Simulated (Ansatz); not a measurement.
Relaxation of AlClH5NO2 (10 atoms, charge 0, multiplicity 1), to a largest force component of 0.03 eV/Å in at most 50 steps.

Level of theory: Ansatz, RHF/def2-SVP.

```xyz
10
Properties=species:S:1:pos:R:3:forces:R:3
Al 0.237 -0.851 0.968 0.77 0.77 -0.60
Cl 2.164 -0.001 0.345 -0.73 -0.51 0.41
O -0.215 -2.355 0.397 -0.08 0.14 -0.01
O -0.592 -0.115 2.222 0.04 -0.13 0.01
H 0.602 1.267 -1.361 -0.37 0.11 -0.15
N -0.409 1.222 -1.386 0.36 -0.42 0.34
H 0.017 -2.826 -0.380 0.05 -0.09 -0.05
H -0.344 0.616 2.756 -0.02 0.09 0.04
H -0.690 0.890 -2.292 0.01 0.04 -0.02
H -0.770 2.152 -1.269 -0.03 0.00 0.03
```

Q: Where does it end, and by what steps?

A: The forces met the threshold. After 9 steps the energy has fallen by 1.257 eV; O3 moved furthest, 0.87 Å. Joined: Al1–N6 (3.20 → 2.01 Å).

```csv
step,energy less start (eV),largest force component (eV/Å),accepted
0,0.0000,0.771,yes
1,-0.1714,0.662,yes
2,-0.4237,1.364,yes
3,-0.7707,1.230,yes
4,-1.0002,1.491,yes
5,-1.1158,0.553,yes
6,-1.1964,0.361,yes
7,-1.2445,0.222,yes
8,-1.2552,0.125,yes
9,-1.2567,0.019,yes
```

```xyz
10
Properties=species:S:1:pos:R:3
Al 0.279 -0.353 0.436
Cl 2.424 -0.190 0.532
O -0.310 -1.797 -0.260
O -0.573 0.430 1.693
H 0.543 1.355 -1.468
N -0.249 0.902 -1.040
H -0.040 -2.685 -0.108
H -0.466 0.348 2.623
H -0.746 0.382 -1.747
H -0.861 1.609 -0.660
```

Whether the end is a true minimum wasn't checked by a vibrational analysis.

Run time: 18 s on 2 threads of Arm Neoverse V1, with other jobs on the host, peak memory 0.2 GiB.
